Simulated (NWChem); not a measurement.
WHS₂OF; SMILES [SH][W](=[S])([F])=[O]

```xyz
6

W      0.1754    -0.0510     0.0078
O      0.9874    -0.1127     1.5156
S     -1.3009    -1.6153    -0.0473
F      1.3711    -0.2375    -1.4275
S     -0.9472     1.9991     0.0666
H     -1.8749     1.6653    -0.8796
```
Atoms are numbered in this order, from 1.

Level: PBE-D3(BJ)/def2-SVP with def2 effective core potentials on W (NWChem), optimised geometry, unscaled harmonic frequencies. def2 effective core potentials on W; no spin-orbit coupling.

```json
[
 {"frequency (cm⁻¹)": "136", "IR intensity (km/mol)": "0.3"},
 {"frequency (cm⁻¹)": "143", "IR intensity (km/mol)": "1.5"},
 {"frequency (cm⁻¹)": "178", "IR intensity (km/mol)": "0.8"},
 {"frequency (cm⁻¹)": "203", "IR intensity (km/mol)": "7.1"},
 {"frequency (cm⁻¹)": "251", "IR intensity (km/mol)": "5.7"},
 {"frequency (cm⁻¹)": "306", "IR intensity (km/mol)": "18.0"},
 {"frequency (cm⁻¹)": "390", "IR intensity (km/mol)": "20.0"},
 {"frequency (cm⁻¹)": "534", "IR intensity (km/mol)": "32.2"},
 {"frequency (cm⁻¹)": "601", "IR intensity (km/mol)": "14.6"},
 {"frequency (cm⁻¹)": "679", "IR intensity (km/mol)": "85.1"},
 {"frequency (cm⁻¹)": "987", "IR intensity (km/mol)": "96.6"},
 {"frequency (cm⁻¹)": "2594", "IR intensity (km/mol)": "8.7"}
]
```

* **zero-point energy**: 10.0 kcal/mol
* **thermal correction to the enthalpy at 298.15 K (with zero-point energy)**: 15.0 kcal/mol
* **heat capacity Cv**: 21.9 cal/(mol K)
* **entropy at 298.15 K and 1 atm (symmetry number 1)**: 86.9 cal/(mol K)

Rigid rotor and harmonic oscillator.
